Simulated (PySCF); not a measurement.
CH₃O (SMILES C[O-]), charge -1, singlet, geometry from GFN2-xTB (in this run its highest filled SCF level lies above zero, so its values depend strongly on the basis, on diffuse functions most of all). Base run: R2SCAN/6-31G run with PySCF.

Here is a job for PySCF.
```python
from pyscf import gto, scf, dft

mol = gto.Mole()
mol.atom = '''
    C    -0.023319    0.519241   -0.015400
    O     0.034690   -0.772439    0.022909
    H    -1.086395    0.974056   -0.049513
    H     0.456560    1.070946    0.880976
    H     0.492230    1.019065   -0.922338
'''
mol.basis = '6-31g'
mol.charge = -1
mol.spin = 0
mol.verbose = 4
mol.build()

mf = dft.RKS(mol)
mf.xc = 'r2scan'
mf.kernel()
mf.analyze()
```

Each row names what was changed in the base input (with any setting that the change needs).

```csv
change,ΔE vs base (µEh),grid points,electrons on the grid
base,0.0,57624,18.00000
grids.prune = dft.gen_grid.sg1_prune,1.3,25664,18.00003
grids.radi_method = delley,1.4,62304,18.00000
grids.prune = dft.gen_grid.treutler_prune,-0.9,49528,18.00000
grids.prune = off,0.1,90600,18.00000
"grids.atom_grid = (50, 194)",87.0,32960,18.00000
"grids.atom_grid = (30, 110)",338,12312,17.99997
"grids.atom_grid = (150, 974)",-1.7,405064,18.00000
grids.level = 4,1.7,103992,18.00000
grids.level = 7,-2.6,323728,18.00000
"grids.atom_grid = (75, 302)",-0.1,72720,18.00000
```
